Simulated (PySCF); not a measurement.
Which determinant of LiTe lies lowest?

Unrestricted PBE0; PySCF, scalar-relativistic core potentials, basis sets Li def2-SVP, Te def2-SVP with ECP28. Outer shells of the fragments: Li 2s1; Te 4d10 5s2 5p4.

Followed along the bond (rough minima from three points):

```csv
2Ms+1,unpaired,⟨S²⟩ at the start,R at minimum (Å),Te (eV)
2,π ↑,0.75,2.48,0.00
2,σ ↑,0.75,2.40,0.81
4,"σ ↑, π ↑↑",3.75,none in the scan,≤ 2.49
```

Solutions found at the starting distance of 2.605 Å, counted from the lowest of them; the search is not exhaustive and high or unbound solutions are not listed, so other states can lie among these:

| 2Ms+1 | unpaired | term | E (eV) | ⟨S²⟩ | ⟨Lz²⟩ | μ (D) |
| --- | --- | --- | --- | --- | --- | --- |
| 2 | π ↑ | ²Π | 0.00 | 0.75 | 1.01 | -7.43 |
| 2 | σ ↑ | ²Σ⁺ | 0.86 | 0.75 | 0.00 | -7.48 |
| 4 | σ ↑, π ↑↑ | ⁴Σ⁻ | 2.56 | 3.75 | 0.00 | 4.30 |
| 2 | σ ↓, π ↑↑ | mixed | 2.60 | 1.75 | 0.00 | 4.45 |
| 2 | σ ↑, π ↑↓ | mixed | 2.95 | 1.76 | 2.01 | 4.38 |
| 4 | σ ↑↑, π ↑ | ⁴Π | 3.18 | 3.75 | 1.01 | 4.12 |
| 2 | σ ↑ | mixed | 4.05 | 0.75 | 2.00 | 4.40 |
| 4 | π ↑↑↑ | ⁴Π | 4.08 | 3.75 | 1.00 | 1.03 |
| 4 | σ ↑, π ↑↑ | mixed | 4.53 | 3.75 | 2.00 | 0.87 |
| 4 | σ ↑, π ↑↑ | mixed | 4.68 | 3.75 | 2.00 | 0.89 |

A term symbol is given only where ⟨S²⟩ and ⟨Lz²⟩ are close to those of a pure state; real π, δ and φ orbitals otherwise mix terms. A positive dipole means Li(−)Te(+).

Q: Compare the gap between the two lowest followed solutions at the starting distance with the gap between their minima.

A: At PBE0 the second solution (doublet, unpaired electrons σ ↑) lies +0.86 eV from the first (doublet, unpaired electrons π ↑) at 2.605 Å and +0.81 eV at the minima; the two curves relax by different amounts, since their minima lie near 2.40 and 2.48 Å.

Spin–orbit coupling is left out. Counting both spins, an empty level lies below a filled one in some of these solutions, because spin and occupation are held.
